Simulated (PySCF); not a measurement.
This PySCF input asks for the NMR shieldings of Nitrosobenzene (SMILES O=Nc1ccccc1); the geometry comes from PBE0-D3(BJ)/def2-TZVP.

```python
import basis_set_exchange as bse
import numpy as np
from pyscf import gto, dft
from pyscf.prop import nmr

atoms = """
O    -2.414533   -2.108109    0.365439
N    -2.313325   -0.990696   -0.065585
C    -0.992496   -0.434268   -0.024452
C    -0.879772    0.857004   -0.520565
C     0.357824    1.479586   -0.523304
C     1.465292    0.804001   -0.031598
C     1.344255   -0.492712    0.464453
C     0.114209   -1.118498    0.470509
H    -1.771240    1.346621   -0.895696
H     0.461393    2.487267   -0.907153
H     2.435104    1.288441   -0.032916
H     2.218677   -1.007705    0.844855
H    -0.017483   -2.125160    0.848201
"""
names = dict.fromkeys(["O", "N", "C", "H"], "pcSseg-2")
basis = {el: gto.basis.parse(bse.get_basis(n, elements=[el], fmt="nwchem")) for el, n in names.items()}
mol = gto.M(atom=atoms, basis=basis, charge=0, verbose=0)
mf = dft.RKS(mol, xc="PBE0")
mf.grids.level = 2
mf.grids.alignment = dft.numint.BLKSIZE   # the property module wants whole blocks of grid points
mf.conv_tol = 1e-9
mf.kernel()

calc = nmr.RKS(mf)   # GIAO
C = mf.mo_coeff
Co = C[:, mf.mo_occ > 0]
resp = mf.gen_response(singlet=True, hermi=2)
def vind(x):   # induced exchange potential for any number of trial vectors
    d = np.einsum("pi,xij,qj->xpq", C, 2 * x.reshape(-1, C.shape[1], Co.shape[1]), Co, optimize=True)
    return np.einsum("xpq,pi,qj->xij", resp(d - d.transpose(0, 2, 1)), C, Co, optimize=True).ravel()
mo1, _ = nmr.rhf.solve_mo1(calc, with_cphf=vind)
sigma = calc.kernel(mo1)
for i, s in enumerate(sigma):   # ppm
    print("%2d %-2s %9.2f" % (i, mol.atom_pure_symbol(i), np.trace(s) / 3))
```

Question: What are the results?

Answer: 
```
 0 O   -1671.84
 1 N    -892.54
 2 C      16.74
 3 C      31.33
 4 C      45.63
 5 C      40.25
 6 C      49.56
 7 C      83.15
 8 H      20.90
 9 H      23.07
10 H      23.52
11 H      23.93
12 H      25.68
```

These numbers come from an equivalent density-fitted implementation of the same equations, which agrees with the script to about 0.01 ppm for H and up to a few tenths of a ppm for heavy atoms, so last digits may differ.

Question: Turn these shieldings into chemical shifts. δ = σ(ref) − σ, references computed at the same level: H2O for ¹⁷O (329.54 ppm); NH3 for ¹⁵N (263.78 ppm); ¹³C (186.03 ppm), ¹H (31.52 ppm) vs TMS.

Answer: Averaging equivalent atoms: O 0: 2001.4; N 1: 1156.3; C 2: 169.3; C 5: 145.8; C 4/6: 138.4; C 3/7: 128.8; H 8/12: 8.23; H 9/11: 8.02; H 10: 8.00 ppm. Unscaled 17O shifts of doubly bonded oxygen tend to come out too high, by tens of ppm or more. Experimental scales use liquid or dissolved standards, which lie at an offset from isolated NH3 (liquid NH3: subtract about 20 ppm) and H2O (liquid H2O: subtract about 36 ppm). Unscaled 15N shifts of sp2 nitrogen come out 20 to 40 ppm too high even then.

Size and cost of the density-fitted run: 358 basis functions, 73 s wall time on 1 thread of an Arm Neoverse V1, shared host; peak memory 1.5 GiB.
